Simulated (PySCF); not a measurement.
Compound: C7H8S.
Bonds: C1–S2, S2–C3, C3–C4 (aromatic), C4–C5 (aromatic), C5–C6 (aromatic), C6–C7 (aromatic), C7–C8 (aromatic), C3–C8 (aromatic). Hydrogens: H9, H10, H11 on C1; H12 on C4; H13 on C5; H14 on C6; H15 on C7; H16 on C8.

NICS is the negative of the GIAO shielding at a point without a nucleus: at the ring centre (0) and 1 Å above and below it (1); zz is the component along the ring normal. Level: GIAO PBE0/pcSseg-1 (PySCF, non-relativistic, gas phase) on the GFN2-xTB geometry, one conformer.

Ring bond lengths (Å), with Mayer bond orders in brackets: C3–C4 1.387 (1.34), C4–C5 1.385 (1.45), C5–C6 1.383 (1.44), C6–C7 1.387 (1.41), C7–C8 1.380 (1.47), C8–C3 1.393 (1.37).

**Question.** What do the NICS probes read (ppm)?

**Answer.** 
```json
{"ring": "C3–C4–C5–C6–C7–C8", "type": "6-membered carbocycle; formal bonds all aromatic", "NICS(0)": "-8.0", "NICS(1), two faces": "-10.7 / -10.7", "NICS(1)zz, two faces": "-26.8 / -26.7", "rms pucker (Å)": "0.00", "centre to ring atoms, mean (Å)": "1.39"}
```

**Question.** What do they say, and how far can they be read as aromaticity?

**Answer.** 
- C3–C4–C5–C6–C7–C8: mean NICS(1)zz -26.8 ppm, shielded. For a flat ring without four-coordinate atoms the NICS criterion counts such a value as aromatic.

**Question.** What does the geometric index give? HOMA = 1 − mean of α(R − Ropt)² over the ring bonds, with Krygowski's 1993 parameters (CC: Ropt 1.388 Å, α 257.7 Å⁻²).

**Answer.** 
- C3–C4–C5–C6–C7–C8: HOMA 0.99 = 1 − EN − GEO, with mean bond length 1.386 Å, EN = α(Ropt − mean)² = 0.001 and GEO = α × variance = 0.004. The geometric and the magnetic index point the same way.

**Question.** At the second NICS(1) probe listed for ring C3–C4–C5–C6–C7–C8, 1 Å off the ring, how large is the induced field along the normal in 9.4 T applied along it?

**Answer.** NICSzz × B0 = -26.7 ppm × 9.4 T = -251 μT, against the applied field.

**Question.** What are the shieldings of the ring atoms and their hydrogens in the same run (means over atoms taken as equivalent)?

**Answer.** 
| atoms | environment | σ isotropic (ppm) | principal values of the symmetric part, first atom (ppm) |
| --- | --- | --- | --- |
| C3 | substituted aromatic carbon | 38.6 | -50.3, 11.6, 154.5 |
| C4 (×2) | aromatic CH carbon | 59.2 | -44.1, 50.2, 180.0 |
| C5 (×2) | aromatic CH carbon | 52.7 | -60.1, 40.0, 176.6 |
| C6 | aromatic CH carbon | 58.6 | -48.3, 45.7, 178.6 |
| H12 (×2) | aromatic hydrogen | 24.49 | 19.8, 23.3, 31.1 |
| H13 (×2) | aromatic hydrogen | 24.17 | 20.6, 24.4, 27.4 |
| H14 | aromatic hydrogen | 24.44 | 21.1, 25.4, 26.8 |

The values belong to the conformer `[CH3:1][S:2][c:3]1[cH:4][cH:5][cH:6][cH:7][cH:8]1`: C1–S2–C3–C4 1°.
